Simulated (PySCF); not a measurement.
**[C10H23N2OSi2]+: Orbital levels and atomic charges**

System: [C10H23N2OSi2]+ (ionic-liquid cation), SMILES Cn1cc[n+](C[Si](C)(C)O[Si](C)(C)C)c1.

Cartesian coordinates (Å):
```
  1 C     3.2909   -2.4593    0.0450
  2 N     2.9582   -1.0635    0.1325
  3 C     3.4898   -0.1712    1.0098
  4 C     2.9388    1.0443    0.7319
  5 N     2.0876    0.8785   -0.3158
  6 C     1.2170    1.8704   -0.8498
  7 Si   -0.5393    1.7611    0.0206
  8 C    -1.7073    2.9330   -0.8932
  9 C    -0.2711    2.1486    1.8588
 10 O    -0.8630    0.1915   -0.1933
 11 Si   -1.9599   -1.0739   -0.2380
 12 C    -2.7170   -1.2152    1.4952
 13 C    -3.2309   -0.6790   -1.5891
 14 C    -0.8688   -2.5749   -0.6771
 15 C     2.1102   -0.4026   -0.6600
 16 H     2.5018   -2.9962   -0.4771
 17 H     3.4090   -2.8753    1.0443
 18 H     4.2281   -2.5935   -0.4984
 19 H     4.2082   -0.4487    1.7535
 20 H     3.0932    1.9952    1.1977
 21 H     1.6596    2.8510   -0.7006
 22 H     1.0986    1.7045   -1.9178
 23 H    -1.3270    3.9495   -0.9123
 24 H    -1.8669    2.6198   -1.9212
 25 H    -2.6784    2.9606   -0.4087
 26 H     0.1527    3.1373    2.0066
 27 H     0.3852    1.4272    2.3398
 28 H    -1.2157    2.1239    2.3930
 29 H    -1.9538   -1.3219    2.2609
 30 H    -3.3761   -2.0736    1.5710
 31 H    -3.3030   -0.3338    1.7391
 32 H    -3.9433   -1.4885   -1.7093
 33 H    -3.7959    0.2165   -1.3473
 34 H    -2.7587   -0.5173   -2.5542
 35 H    -1.4762   -3.4726   -0.7156
 36 H    -0.3973   -2.4705   -1.6505
 37 H    -0.0926   -2.7432    0.0643
 38 H     1.5131   -0.8380   -1.4346
```

Method: CAM-B3LYP/6-31G*, gas phase, PySCF, fitting set def2-universal-JFIT up to Ne and JKFIT beyond, grid level 1.

Task: Give the orbital energies near the gap.

Result: 
```
orbital      eV
 HOMO-4  -12.94
 HOMO-3  -12.81
 HOMO-2  -12.45
 HOMO-1  -12.15
   HOMO  -12.00
   LUMO   -2.88
 LUMO+1   -1.92
 LUMO+2   -0.45
 LUMO+3   -0.16
```

Task: Give the partial charges of the non-hydrogen atoms.

Result: 
```csv
atom,Mulliken,IAO,Hirshfeld
C1,-0.36,-0.31,-0.01
N2,-0.33,-0.02,0.04
C3,0.01,-0.08,0.01
C4,-0.01,-0.08,0.02
N5,-0.30,0.01,0.05
C6,-0.42,-0.46,-0.09
Si7,0.91,1.29,0.43
C8,-0.70,-0.73,-0.19
C9,-0.69,-0.73,-0.20
O10,-0.66,-0.88,-0.33
Si11,0.90,1.28,0.44
C12,-0.69,-0.72,-0.20
C13,-0.69,-0.72,-0.20
C14,-0.69,-0.71,-0.20
C15,0.26,0.08,0.11
```
